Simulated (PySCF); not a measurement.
# Worked example: refractive index and permittivity of the vapour

TaOCl2, SMILES [Cl][Ta]([Cl])=[O] (connectivity only; charge and spin as stated), neutral, multiplicity 2.

The structure is a stationary point at PBE0-D3(BJ)/def2-SVP. The spin state was assumed, not searched. The isomer is the one that the SMILES or the coordinates give; other isomers of the formula were not compared. The def2 effective core potentials stand for the cores of Ta; spin–orbit coupling is left out.

M06-2X/def2-TZVPD (PySCF) gives a mean static polarisability of 69.3 bohr³ and a dipole moment of 1.76 D. Take an ideal gas at 298.15 K and 1 bar, whether or not the substance is that volatile.

Q: Work out n − 1 in the optical limit and the static ε − 1.

A: 
Polarisability volume α' = 69.3 × 0.148185 = 10.27 Å³. Number density N = p/kT = 2.43e-5 Å⁻³.
Dilute limit of Lorentz–Lorenz: n − 1 = 2π N α' = 0.0016.
Orientation term of Debye: μ²/(3kT) = 8.098 Å³ × μ²(D²) = 25.08 Å³.
ε − 1 = 4π N (α' + μ²/3kT) = 0.011. Orientation of the dipole supplies 71 % of the static response; it can't follow optical fields. Vibrational polarisation and dispersion are left out.
